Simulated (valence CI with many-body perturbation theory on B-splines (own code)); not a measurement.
**Ir⁷⁰⁺: calculated level list**

Level of theory: relativistic CI+MBPT: five valence electrons over a frozen Dirac-Fock core [He], radial functions for each j: 11 s, 11 p, 10 d, 8 f, 5 g, 2 h, with the one-electron correlation potential Σ1, the two-electron term Σ2, the three-electron term Σ3, Breit, model QED; selected CI, second order for the rest, scaled by the run's own slope (own B-spline code, finite nucleus).

No measured spectrum was set against this ion. As an estimate, large intervals hold to a few tenths of a per cent, small ones and those within an open d or f shell to about a per cent. Among the levels kept, up to 7600 cm⁻¹ of a level comes from second order outside the variational space, and about a tenth of that is noise between levels of different J, which matters for small intervals.

Levels 181 to 202 of 202, with energies above the lowest level, (2s^2 2p1/2^2 2p3/2) J=3/2. "Leading %" is the weight of the configuration and term that name the level; weights of strongly mixed levels are sums over their largest components and can fall short, so below about 35 % the name and the second component can differ from the true leading terms, or belong to a minority configuration. In the jj column 3d3/2^4 stands for four electrons in 3d with j = 3/2.

```tsv
No.	Configuration	Term	J	E (× 10³ cm⁻¹)	Leading %	g	Second component	Leading jj
181	2s 2p3 3d	2D°	3/2	113890	42	1.069	14 % 2s 2p3 3d 4D°	2s 2p1/2 2p3/2^2 3d3/2 (76 %)
182	2s 2p3 3d	4D°	1/2	113940	38	0.806	22 % 2s 2p3 3d 2P°	2s 2p1/2 2p3/2^2 3d3/2 (92 %)
183	2s 2p3 3d	2F°	7/2	114080	55	1.171	28 % 2s 2p3 3d 4D°	2s 2p1/2 2p3/2^2 3d5/2 (96 %)
184	2s 2p3 3d	2S°	1/2	114100	47	1.324	45 % 2s 2p3 3d 2P°	2s 2p1/2 2p3/2^2 3d5/2 (73 %)
185	2s 2p3 3d	2P°	3/2	114130	56	1.328	17 % 2s 2p3 3d 4S°	2s 2p1/2 2p3/2^2 3d5/2 (94 %)
186	2s 2p3 3d	2D°	5/2	114180	54	1.191	19 % 2s 2p3 3d 4P°	2s 2p1/2 2p3/2^2 3d5/2 (96 %)
187	2s 2p3 3d	4P°	5/2	114470	31	1.288	29 % 2s 2p3 3d 4D°	2s 2p1/2 2p3/2^2 3d5/2 (99 %)
188	2s 2p3 3d	4D°	7/2	114570	53	1.229	14 % 2s 2p3 3d 2G°	2s 2p1/2 2p3/2^2 3d5/2 (98 %)
189	2s 2p3 3d	4D°	5/2	114630	38	1.258	32 % 2s 2p3 3d 2D°	2s 2p1/2 2p3/2^2 3d5/2 (99 %)
190	2s 2p3 3d	2G°	9/2	114660	81	1.115	13 % 2s 2p3 3d 4G°	2s 2p1/2 2p3/2^2 3d5/2 (100 %)
191	2s 2p3 3d	2F°	7/2	114700	57	1.150	17 % 2s 2p3 3d 4D°	2s 2p1/2 2p3/2^2 3d5/2 (100 %)
192	2s 2p3 3d	2F°	7/2	114740	49	1.190	26 % 2s 2p3 3d 4F°	2s 2p1/2 2p3/2^2 3d5/2 (99 %)
193	2s 2p3 3d	2D°	3/2	114780	50	0.999	16 % 2s 2p3 3d 2P°	2s 2p1/2 2p3/2^2 3d5/2 (98 %)
194	2s 2p3 3d	2F°	5/2	114810	39	1.099	34 % 2s 2p3 3d 2D°	2s 2p1/2 2p3/2^2 3d5/2 (99 %)
195	2s 2p3 3d	2P°	3/2	114820	37	1.152	25 % 2s 2p3 3d 2D°	2s 2p1/2 2p3/2^2 3d5/2 (98 %)
196	2s 2p3 3d	2S°	1/2	114830	47	1.309	35 % 2s 2p3 3d 2P°	2s 2p1/2 2p3/2^2 3d5/2 (98 %)
197	2s 2p3 3d	2P°	3/2	114920	38	1.216	27 % 2s 2p3 3d 2D°	2s 2p1/2 2p3/2^2 3d5/2 (98 %)
198	2s 2p3 3d	2D°	5/2	114930	44	1.056	27 % 2s 2p3 3d 2F°	2s 2p1/2 2p3/2^2 3d5/2 (98 %)
199	2p4 3p	4D°	7/2	115600	66	1.307	31 % 2p4 3p 2F°	2p1/2^2 2p3/2^2 3p3/2 (98 %)
200	2p4 3p	2D°	5/2	115600	50	1.304	39 % 2p4 3p 4P°	2p1/2^2 2p3/2^2 3p3/2 (98 %)
201	2p4 3p	2P°	1/2	115610	50	1.273	37 % 2p4 3p 2S°	2p1/2^2 2p3/2^2 3p3/2 (98 %)
202	2p4 3p	2P°	3/2	116030	47	1.304	23 % 2p4 3p 4S°	2p1/2^2 2p3/2^2 3p3/2 (98 %)
```
